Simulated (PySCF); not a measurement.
# From computed data to an observable: entropy of an ideal gas

TlI, SMILES [I][Tl].

The structure is a stationary point at B3LYP-D3(BJ)/def2-TZVP. The def2 effective core potentials stand for the cores of I, Tl; spin–orbit coupling is left out.

PySCF with B3LYP-D3(BJ)/def2-TZVP gives the harmonic wavenumbers 142 cm⁻¹ and the rotational temperature 0.0374 K. The molar mass is 331.28 g/mol, the symmetry number 1, the spin multiplicity 1.

Problem. Work out the entropy at 298.15 K and 1 atm in the rigid-rotor, harmonic-oscillator model.

Solution. 
Translation (Sackur–Tetrode at 1 atm): S = R[1.5 ln M + 2.5 ln T − 1.16487] = 181.1 J/(mol K).
Rotation: q = T/(σ θ) = 7970, S = R[ln q + 1] = 83.0 J/(mol K).
Vibration: with u = 1.4388 ν/T, each mode gives R[u/(e^u − 1) − ln(1 − e^−u)]:
```csv
ν (cm⁻¹),modes,u,S (J/(mol K))
142,1,0.69,11.62
```
These are all the modes. Sum 11.6 J/(mol K).
Spin: R ln 1 = 0.0 J/(mol K).
Total 275.7 J/(mol K); the program's own thermochemistry gives 275.7. Translation makes up 66 % and vibration 4 %. Anharmonicity, hindered rotation and orbital degeneracy are left out.
